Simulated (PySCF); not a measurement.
Al(H)(vinyl)(OH) (C₂H₅AlO), SMILES [CH]([AlH][OH])=C.

Geometry: PBE0-D3(BJ)/def2-SVP. Other conformers were not sampled.

These are PBE0-D3(BJ)/def2-SVP run with PySCF 2.14.0 values and carry that method's errors.

Frequencies are harmonic and unscaled.

Question: Give all harmonic wavenumbers and intensities. (An estimate is asked for; the answer gives what the named calculation found.)

Answer: 
```json
[
 {"mode": "1", "ν (cm⁻¹)": "110", "IR (km/mol)": "3.5", "moving atoms (share of kinetic energy)": "H 42 %, C 37 %, O 12 %, Al 9 %"},
 {"mode": "2", "ν (cm⁻¹)": "120", "IR (km/mol)": "1.0", "moving atoms (share of kinetic energy)": "O 38 %, C 34 %, H 22 %"},
 {"mode": "3", "ν (cm⁻¹)": "337", "IR (km/mol)": "20.7", "moving atoms (share of kinetic energy)": "C 37 %, Al 31 %, H 24 %, O 9 %"},
 {"mode": "4", "ν (cm⁻¹)": "345", "IR (km/mol)": "28.9", "moving atoms (share of kinetic energy)": "H 95 %"},
 {"mode": "5", "ν (cm⁻¹)": "403", "IR (km/mol)": "70.1", "moving atoms (share of kinetic energy)": "H 82 %, C 11 %"},
 {"mode": "6", "ν (cm⁻¹)": "538", "IR (km/mol)": "211.9", "moving atoms (share of kinetic energy)": "H 84 %, O 9 %"},
 {"mode": "7", "ν (cm⁻¹)": "552", "IR (km/mol)": "218.8", "moving atoms (share of kinetic energy)": "H 67 %, Al 16 %, C 14 %"},
 {"mode": "8", "ν (cm⁻¹)": "609", "IR (km/mol)": "0.3", "moving atoms (share of kinetic energy)": "C 45 %, H 36 %, Al 15 %"},
 {"mode": "9", "ν (cm⁻¹)": "706", "IR (km/mol)": "124.5", "moving atoms (share of kinetic energy)": "H 64 %, O 20 %, Al 9 %"},
 {"mode": "10", "ν (cm⁻¹)": "878", "IR (km/mol)": "153.6", "moving atoms (share of kinetic energy)": "Al 42 %, O 42 %, H 14 %"},
 {"mode": "11", "ν (cm⁻¹)": "997", "IR (km/mol)": "15.1", "moving atoms (share of kinetic energy)": "H 87 %, C 11 %"},
 {"mode": "12", "ν (cm⁻¹)": "1013", "IR (km/mol)": "28.8", "moving atoms (share of kinetic energy)": "H 72 %, C 28 %"},
 {"mode": "13", "ν (cm⁻¹)": "1063", "IR (km/mol)": "14.5", "moving atoms (share of kinetic energy)": "H 93 %"},
 {"mode": "14", "ν (cm⁻¹)": "1269", "IR (km/mol)": "0.4", "moving atoms (share of kinetic energy)": "H 71 %, C 29 %"},
 {"mode": "15", "ν (cm⁻¹)": "1418", "IR (km/mol)": "18.7", "moving atoms (share of kinetic energy)": "H 82 %, C 18 %"},
 {"mode": "16", "ν (cm⁻¹)": "1659", "IR (km/mol)": "23.1", "moving atoms (share of kinetic energy)": "C 84 %, H 16 %"},
 {"mode": "17", "ν (cm⁻¹)": "1939", "IR (km/mol)": "241.5", "moving atoms (share of kinetic energy)": "H 96 %"},
 {"mode": "18", "ν (cm⁻¹)": "3119", "IR (km/mol)": "20.5", "moving atoms (share of kinetic energy)": "H 95 %"},
 {"mode": "19", "ν (cm⁻¹)": "3144", "IR (km/mol)": "8.4", "moving atoms (share of kinetic energy)": "H 92 %, C 8 %"},
 {"mode": "20", "ν (cm⁻¹)": "3217", "IR (km/mol)": "7.7", "moving atoms (share of kinetic energy)": "H 89 %, C 11 %"},
 {"mode": "21", "ν (cm⁻¹)": "3991", "IR (km/mol)": "106.6", "moving atoms (share of kinetic energy)": "H 94 %"}
]
```
